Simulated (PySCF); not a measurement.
# SnF and its ions

UHF-MP2; Sn def2-TZVPPD with ECP28, F def2-TZVPPD; scalar-relativistic core potentials (PySCF 2.14). Neutral (UHF): doublet (π ↑), Re = 1.951 Å, ωe = 575 cm⁻¹, De = 5.11 eV.

SnF⁺ (RHF): singlet (closed shell), Re = 1.875 Å, ωe = 693 cm⁻¹, De = 5.40 eV to Sn⁺ + F. The energies at the minima are -313.40434 hartree for SnF and -313.14900 for SnF⁺.

Task: Work out the adiabatic ionisation energy, without and with harmonic zero-point energies (1 hartree = 27.2114 eV, 1 eV = 8065.5 cm⁻¹), and the change of the bond length.

Result: At MP2: 0.25534 hartree = 6.948 eV between the minima; the zero-point term (693.0 − 575.0)/2 cm⁻¹ = +0.007 eV makes it 6.955 eV. Re changes by -7.6 pm against the neutral. The electron leaves a π orbital, and the shorter bond of the ion fits an antibonding orbital, or a change in how ionic the bond is.

SnF⁻ (UHF): triplet (π ↑↑), Re = 2.048 Å, ωe = 443 cm⁻¹, De = 2.66 eV to Sn + F⁻. The energies at the minima are -313.40434 hartree for SnF and -313.44589 for SnF⁻.

Task: Work out the adiabatic electron affinity, without and with harmonic zero-point energies (1 hartree = 27.2114 eV, 1 eV = 8065.5 cm⁻¹), and the change of the bond length.

Result: At UHF-MP2: 0.04155 hartree = 1.131 eV between the minima; the zero-point term (575.0 − 443.0)/2 cm⁻¹ = +0.008 eV makes it 1.139 eV. Re changes by +9.7 pm against the neutral. The electron enters a π orbital, and the longer bond of the ion fits an antibonding orbital, or a change in how ionic the bond is.

Correlated steps freeze 5 core orbitals. Spin–orbit coupling is left out, which matters for elements this heavy, above all for dissociation energies. For an ion De counts to the pair picked by the measured ionisation energies or electron affinities, which need not be the lowest pair at this level. Where the molecule has an RHF reference, its open-shell atoms are computed with UHF. States were picked by a PBE0 search and need not be the measured ground states.

Neutral and ion stand on different kinds of reference determinant, which adds to the error of the difference.
